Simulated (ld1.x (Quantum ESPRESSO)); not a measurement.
## Before and after: TM potential for tin

| Item | Value |
| --- | --- |
| Element | Sn |
| Generator | ld1.x (Quantum ESPRESSO) 7.5 |
| Type | norm-conserving Troullier–Martins (Kleinman–Bylander form) |
| Functional | PBEsol |
| Relativity | fully relativistic |
| Frozen core | [Kr] 4d10 |
| Valence charge | 4 |
| Reference configuration | 5s2 5p2 |
| Partial waves | 5s (bound): rc 1.45 bohr; 5p (bound): rc 1.80 bohr; 5d channel at 0.35 Ry: rc 1.95 bohr |
| Local potential | all-electron potential smoothed inside 1.25 bohr (lloc = -1) |
| Core correction | none |

Open shells are filled in proportion to 2j + 1 (rel_dist='average').

All-electron outer shells of the reference configuration (PBEsol, scalar-relativistic, ld1.x):

```
shell  level (eV)  outermost node (bohr)  outermost maximum (bohr)
   4p      -89.56                   0.41                      0.79
   4d      -25.79                   0.39                      0.88
   5s      -10.59                   0.98                      2.01
   5p       -3.71                   1.09                      2.55
```

Change: reference 5s1 5p3.

Cutoffs: the cutoffs (Ry, on a coarse ladder) from which the occupation-weighted sum of valence levels, in a spherical-Bessel basis at the reference potential, stays within 10 and 1 mRy of its value at 400 Ry; they do not see the model core or the augmentation charge, which bear on the density cutoff. Errors are all-electron minus pseudo energies relative to the spin-unpolarised reference configuration.

Question: What does the change do?

Answer: The potential gets softer (45 Ry and 160 Ry → 40 Ry and 140 Ry); both files keep a bound ghost (d, p, s).

| quantity | base | changed |
| --- | --- | --- |
| cutoff, loose | 45 Ry | 40 Ry |
| cutoff, tight | 160 Ry | 140 Ry |
| bound ghosts | d3/2, d5/2, s, p3/2, p1/2 | d3/2, d5/2, s, p3/2, p1/2 |
| largest error over its own tests, meV | -21 | +73 |
| s: phases at 2.16 bohr within 0.05 rad from the reference energy up to (Ry; the scan ends near 5) | 4.1 | 4.1 |
| p1/2: phases at 2.16 bohr within 0.05 rad from the reference energy up to (Ry; the scan ends near 5) | to the end of the scan | to the end of the scan |
| p3/2: phases at 2.16 bohr within 0.05 rad from the reference energy up to (Ry; the scan ends near 5) | to the end of the scan | to the end of the scan |
| d3/2: phases at 2.16 bohr within 0.05 rad from the reference energy up to (Ry; the scan ends near 5) | 0.6 | 0.6 |
| d5/2: phases at 2.16 bohr within 0.05 rad from the reference energy up to (Ry; the scan ends near 5) | 0.5 | 0.6 |

 A true bound ghost makes a file unfit for plane-wave use even where its test errors are small: the radial tests pick states by their node count and pass the ghost by.
